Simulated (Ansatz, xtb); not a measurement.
# Two structures of F4MoO

Structure X: a singlet given by its coordinates. Structure Y: `[O]=[Mo]([F])([F])([F])[F]`, a singlet. Both are isolated molecules in the gas phase, relaxed with PBE0-D4/def2-SVP.

X (Å):

```xyz
6

F    -0.3928   -1.7310    0.3546
F    -0.7538    0.8185   -1.4179
F     1.1108    0.9117    1.0812
F    -1.3832    0.4936    1.0109
Mo    0.0865   -0.0387   -0.0659
O     1.3745   -0.5181   -1.0089
```

Close contacts (Å): F1–Mo5 1.81, F2–Mo5 1.81, F3–Mo5 1.81, F4–Mo5 1.90, Mo5–O6 1.67.

Y (Å):

```yaml
atoms:
  - { symbol: F, position_ang: [-0.9505, -1.3250, -0.0736] }
  - { symbol: F, position_ang: [-0.7224, 0.6905, -1.5368] }
  - { symbol: F, position_ang: [0.4057, 1.9170, 0.3281] }
  - { symbol: F, position_ang: [0.1770, -0.0982, 1.7916] }
  - { symbol: Mo, position_ang: [0.1527, 0.1371, -0.0253] }
  - { symbol: O, position_ang: [1.6051, -0.4059, -0.5464] }
```

Question: Estimate which is lower in electronic energy at CCSD(T)/def2-SVP + ΔMP2/def2-TZVPP, and by roughly how much.

Answer: The CCSD(T)/def2-SVP + ΔMP2/def2-TZVPP calculation puts structure Y lower, by 0.785 eV.

Level by level:

```
                             level          geometry  E(Y) − E(X) (eV)  departure from the last row (eV)  job, with rough time for the two
                  PBE0-D4/def2-SVP  PBE0-D4/def2-SVP              −0.882                            −0.097                optimisation, 19 s
                       HF/def2-SVP  PBE0-D4/def2-SVP              −1.025                            −0.240           part of the CCSD(T) run
                      MP2/def2-SVP  PBE0-D4/def2-SVP              −0.759                            +0.025           part of the CCSD(T) run
                  CCSD(T)/def2-SVP  PBE0-D4/def2-SVP              −0.857                            −0.072                      single point
CCSD(T)/def2-SVP + ΔMP2/def2-TZVPP  PBE0-D4/def2-SVP              −0.785                                                  single point, 65 s
```

The levels shown agree on the order. The largest departure from CCSD(T)/def2-SVP + ΔMP2/def2-TZVPP is that of HF/def2-SVP, 0.240 eV. Levels run at GFN2-xTB geometries aren't shown. The last row adds to CCSD(T) the change of the MP2 difference between the two basis sets, here +0.072 eV.

With harmonic frequencies from PBE0-D4/def2-SVP (ideal gas, rigid rotor, one conformer each, 298.15 K, 1 atm): on the last row, ΔE + ΔZPE = −0.768, ΔH = −0.779, ΔG = −0.719 eV.

The T1 diagnostic of structures X and Y is large, so the coupled-cluster value is less sure. The correlated steps freeze 5 core orbitals. Atoms past krypton carry core potentials in the def2 sets and no spin–orbit term is included. Codes used: Ansatz 0.2.0; the last row on 2 threads of Arm Neoverse V2 on a shared host.
